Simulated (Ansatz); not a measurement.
Input for Ansatz (a program for electronic structure): R-B3LYP/def2-TZVPP on Ge2H6 (SMILES [GeH3][GeH3]).

Ansatz 0.2 input:
```yaml
crystal:
  periodic: [false, false, false]
  atoms:
    - {symbol: Ge, position_ang: [-0.00000359, -0.00000000, 1.22181016]}
    - {symbol: Ge, position_ang: [-0.00000359, 0.00000000, -1.22181016]}
    - {symbol: H, position_ang: [1.44097259, 0.00000000, 1.76178282]}
    - {symbol: H, position_ang: [-0.72048450, 1.24791942, 1.76179707]}
    - {symbol: H, position_ang: [-0.72048450, -1.24791942, 1.76179707]}
    - {symbol: H, position_ang: [1.44097259, 0.00000000, -1.76178282]}
    - {symbol: H, position_ang: [-0.72048450, 1.24791942, -1.76179707]}
    - {symbol: H, position_ang: [-0.72048450, -1.24791942, -1.76179707]}
basis:
  gaussian:
    orbitals: def2-TZVPP
hamiltonian:
  xc: {name: B3LYP}
scf: {lower_state_search: off}
```

Program output:

```
WARN ansatz: RAYON_NUM_THREADS=4 ignored (pool sized by the plan → 4); use --threads N
Functional definition: B3LYP
these checks for a lower state are left out or cut short: stability, starts, cluster_reference, orbital_swaps, neighbouring_geometries, increment
integrals: 0.10 GiB planned
1132 factors; their error is unknown
mean field: 0.92 GiB planned
mean field evaluation 1: about -113135.7836 eV, gradient 2.6e1 eV
mean field evaluation 2: about -113136.1192 eV, gradient 2.6e1 eV
mean field evaluation 4: about -113136.5184 eV, gradient 4.1e-1 eV
mean field evaluation 8: about -113136.9449 eV, gradient 4.5e-3 eV
mean field evaluation 16: about -113136.9449 eV, gradient 1.3e-6 eV
mean field -113136.94492665 eV, -4157.7060390787 hartree, gradient 1.3e-6 eV, S^2 0.000000; 0 other end points of the search recorded, 0 dependent functions left out
reference -113136.94520001 eV, -4157.7060491247 hartree; 35, 35 occupied and 145, 145 virtual orbitals, 1132 factors
Total energy: -113136.94520001 eV, -4157.7060491247 hartree
Checks for a lower state left out: stability, starts, cluster_reference, orbital_swaps, neighbouring_geometries, increment
```

The run converged.

Cost: very roughly 3 core-seconds.
